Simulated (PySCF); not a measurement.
FHSi, SMILES F[SiH] (connectivity only; charge and spin as stated), charge +1, multiplicity 2.

Coordinates come from a r2SCAN-D4/def2-TZVPD optimisation. The multiplicity is an assumed one; other spin states were not compared. The isomer is the one that the SMILES or the coordinates give; other isomers of the formula were not compared.

Method: TDA-LC-ωPBE/def2-TZVPD (PySCF 2.14.0).

Vertical excitations. Isolated molecule, no solvent.

```tsv
state	energy (eV)	λ (nm)	f	main pairs
root 1	3.28	378	0.018	α HOMO→LUMO 98 %
root 2	6.29	197	0.036	α HOMO→LUMO+2 8 %, β HOMO→LUMO 85 %
root 3	6.67	186	0.028	α HOMO→LUMO+1 95 %
root 4	7.18	173	0.002	α HOMO−1→LUMO 31 %, β HOMO→LUMO+1 55 %
root 5	7.73	160	0.001	β HOMO−2→LUMO 94 %
root 6	7.74	160	0.004	α HOMO−2→LUMO 8 %, β HOMO−1→LUMO 84 %
root 7	8.51	146	0.003	α HOMO−2→LUMO 59 %, β HOMO−2→LUMO+1 31 %
root 8	8.61	144	0.057	α HOMO−1→LUMO 64 %, α HOMO−3→LUMO 10 %, β HOMO→LUMO+1 20 %
root 9	8.83	140	0.274	α HOMO→LUMO+2 74 %, β HOMO→LUMO 8 %, β HOMO−3→LUMO 5 %
root 10	8.99	138	0.028	α HOMO−3→LUMO 56 %, β HOMO−1→LUMO+1 23 %, β HOMO→LUMO+1 15 %
```
Unrestricted roots are not spin-pure.
